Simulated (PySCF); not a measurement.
Isomers of C3H12GeSi, mass 149.992 u with the commonest isotopes. Theory: PBE0-D3(BJ)/def2-SVP geometry optimisation, gas phase (PySCF). One conformer each, none proved a minimum here; rigid rotors.

**Question.** Order these by radius of gyration √(Σ m r²/M), largest first.
A. `[CH3:1][CH2:2][CH2:3][GeH2:4][SiH3:5]` with C1–C2–C3–Ge4 -179°, C2–C3–Ge4–Si5 54°
B. `[CH3:1][CH2:2][CH2:3][SiH2:4][GeH3:5]` with C1–C2–C3–Si4 179°, C2–C3–Si4–Ge5 60°
C. `[CH3:1][CH2:2][GeH2:3][CH2:4][SiH3:5]` with C1–C2–Ge3–C4 -56°, C2–Ge3–C4–Si5 -58°
D. `[CH3:1][CH:2]([CH3:3])[SiH2:4][GeH3:5]` with C1–C2–Si4–Ge5 -63°

**Answer.** B (2.078 Å), A (1.901 Å), D (1.863 Å), C (1.769 Å).

**Question.** Order these by out-of-plane moment Σ m c² = (Ia + Ib − Ic)/2, smallest first.
A. `[CH3:1][CH2:2][CH2:3][SiH2:4][GeH3:5]` with C1–C2–C3–Si4 179°, C2–C3–Si4–Ge5 60°
B. `[CH3:1][CH2:2][CH2:3][GeH2:4][SiH3:5]` with C1–C2–C3–Ge4 -179°, C2–C3–Ge4–Si5 54°
C. `[CH3:1][CH2:2][GeH2:3][CH2:4][SiH3:5]` with C1–C2–Ge3–C4 -56°, C2–Ge3–C4–Si5 -58°
D. `[CH3:1][CH:2]([CH3:3])[SiH2:4][GeH3:5]` with C1–C2–Si4–Ge5 -63°

**Answer.** B (16.44 u·Å²), A (16.85 u·Å²), C (33.23 u·Å²), D (61.04 u·Å²).

**Question.** Order these by rotational constant A, smallest first.
A. `[CH3:1][CH:2]([CH3:3])[SiH2:4][GeH3:5]` with C1–C2–Si4–Ge5 -63°
B. `[CH3:1][CH2:2][CH2:3][GeH2:4][SiH3:5]` with C1–C2–C3–Ge4 -179°, C2–C3–Ge4–Si5 54°
C. `[CH3:1][CH2:2][GeH2:3][CH2:4][SiH3:5]` with C1–C2–Ge3–C4 -56°, C2–Ge3–C4–Si5 -58°
D. `[CH3:1][CH2:2][CH2:3][SiH2:4][GeH3:5]` with C1–C2–C3–Si4 179°, C2–C3–Si4–Ge5 60°

**Answer.** C (2990 MHz), B (3485 MHz), A (3750 MHz), D (4287 MHz).

```tsv
SMILES	point group	Ia (u·Å²)	Ib (u·Å²)	Ic (u·Å²)	κ	μa (D)	μb (D)	μc (D)
CC[CH2][GeH2][SiH3]	C1	145.00	413.25	525.37	-0.79	0.95	0.12	0.13
CC(C)[SiH2][GeH3]	Cs	134.76	447.02	459.69	-0.98	1.08	0.22	0.00
C[CH2][GeH2][CH2][SiH3]	C1	169.01	333.49	436.04	-0.61	0.49	0.27	0.48
CCC[SiH2][GeH3]	C1	117.89	546.90	631.08	-0.93	1.09	0.07	0.17
```
